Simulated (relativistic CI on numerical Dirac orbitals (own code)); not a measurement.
# Sensitivity of the levels of Tl¹⁵⁺ to α and to the nuclear radius

Calculated at this level of theory: Dirac-Coulomb-Breit CI, orbitals from a KLI potential per configuration, derivatives by finite differences, unscaled Slater integrals, QED left out (own radial code, finite nucleus).

CI space (outside the closed core [Kr] 4d10): 4f¹⁴5s²5p⁴, 4f¹⁴5s5p⁵, 4f¹⁴5s²5p³5d, 4f¹⁴5p⁶, 4f¹³5s²5p⁵, 4f¹⁴5s5p⁴5d. Double excitations out of closed p, d and f shells are left out; levels of such configurations are missing from the list, as are those of other unlisted configurations, and high levels can miss mixing partners.

With x = (α/α₀)² − 1 an excitation energy changes as ω = ω₀ + qx; K = 2q/ω₀ is the relative enhancement. Terms are leading LS components, so labels can repeat. The field-shift factor is F = δν/δ⟨r²⟩ for the transition from the lowest level.

Lowest level 4f¹⁴5s²5p⁴ ³P2.

| Level | ω₀ (cm⁻¹) | q (cm⁻¹) | F (GHz/fm²) |
| --- | --- | --- | --- |
| 4f¹⁴5s²5p⁴ ¹S0 | 36804 | 4122 | -2.09 |
| 4f¹⁴5s²5p⁴ ³P1 | 195780 | 264500 | -61.9 |
| 4f¹⁴5s²5p⁴ ¹D2 | 214525 | 262500 | -61.1 |
| 4f¹⁴5s²5p⁴ ³P0 | 426530 | 526600 | -129 |
| 4f¹⁴5s5p⁵ ³P°2 | 530034 | 163300 | -349 |
| 4f¹⁴5s²5p³5d ⁵D°1 | 538504 | 81520 | -138 |
| 4f¹⁴5s²5p³5d ³F°2 | 546507 | 101900 | -176 |
| 4f¹⁴5s²5p³5d ³P°0 | 549428 | 23250 | 17.2 |
| 4f¹⁴5s²5p³5d ³F°3 | 550735 | 24540 | 18.5 |
| 4f¹⁴5s²5p³5d ³F°4 | 578151 | 53510 | 20.4 |
| 4f¹³5s²5p⁵ ³F4 | 598591 | -181300 | 65.4 |
| 4f¹³5s²5p⁵ ¹F3 | 600578 | -181500 | 65.4 |
| 4f¹³5s²5p⁵ ³G5 | 606436 | -182800 | 65.9 |
| 4f¹⁴5s5p⁵ ³P°1 | 608614 | 222900 | -401 |
| 4f¹⁴5s²5p³5d ³D°2 | 617357 | 145600 | -177 |
| 4f¹³5s²5p⁵ ¹D2 | 621389 | -180300 | 65.6 |
| 4f¹⁴5s²5p³5d ³D°3 | 631107 | 70300 | 14.6 |
| 4f¹³5s²5p⁵ ³F3 | 632364 | -149100 | 67.8 |
| 4f¹³5s²5p⁵ ³F2 | 640954 | -148000 | 67.6 |
| 4f¹³5s²5p⁵ ³G4 | 649281 | -149000 | 67.9 |
| 4f¹³5s²5p⁵ ³D1 | 652778 | -148500 | 68.1 |
| 4f¹⁴5s²5p³5d ³D°1 | 656134 | 124700 | -116 |
| 4f¹⁴5s²5p³5d ³P°0 | 712796 | 366100 | -288 |

At this charge transitions that keep the count of f electrons are usually good to a few per cent. Levels and lines within the n = 5 or 6 shells can be off by up to 10 % or somewhat more, and those that change n by about 2 %, since core polarisation is missing. Levels that differ in their count of f electrons can be misplaced by several ten thousand cm⁻¹, since the correlation energy of f electrons is missing or only estimated; rates across such gaps can be off by orders of magnitude.

(1) Which transition from the lowest level has the largest |K|?

## Answers

(1) 4f¹⁴5s²5p⁴ ³P1 at 195780 cm⁻¹, K = 2.7.
